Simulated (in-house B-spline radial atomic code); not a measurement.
Ionising Tb III (Tb2+) with different functionals

Computed with a radial B-spline atomic code at the basis-set limit: four-component Dirac-Coulomb Hamiltonian, Fermi nucleus of rms radius 5.06 fm, spin-restricted, spherical fractional occupations for the functionals, and exact exchange of hybrids averaged over the configuration. The ionisation energy is the difference of two self-consistent energies, [Xe] 4f9 → [Xe] 4f8, without Breit or QED terms; ε is the level of the shell that loses the electron (mean over j). The electron is taken from both j subshells in proportion to 2j + 1, so the result is a j average, not the step between ground levels.

```tsv
method	rung	ΔSCF (eV)	-ε(4f) (eV)
BHandHLYP	global hybrid	23.29	21.78
PBE0	global hybrid	24.32	19.31
wB97X	range-separated hybrid	?	?
CAM-B3LYP	range-separated hybrid	?	?
```

What does wB97X give?

ΔSCF 24.26 eV, and -ε(4f) = 21.60 eV.

What does CAM-B3LYP give?

ΔSCF 24.43 eV, and -ε(4f) = 20.76 eV.

Among the functionals, which spreads more, the ΔSCF values or the orbital energies?

The orbital energies: ΔSCF values span about 1.15 eV and the orbital energies 2.47 eV.

How do they compare with the NIST value?

NIST lists 21.82 eV ± 0.03 (semi-empirical, ground level to ground level). Errors run from +1.47 to +2.61 eV. The correlated functionals all miss on the same side by more than they spread, so the cause is common to them (Breit-QED terms, spin polarisation, the choice among j levels, multiplet and fine-structure energies, or a listed next ion that isn't the cheapest removal here) and closeness doesn't rank the functionals.
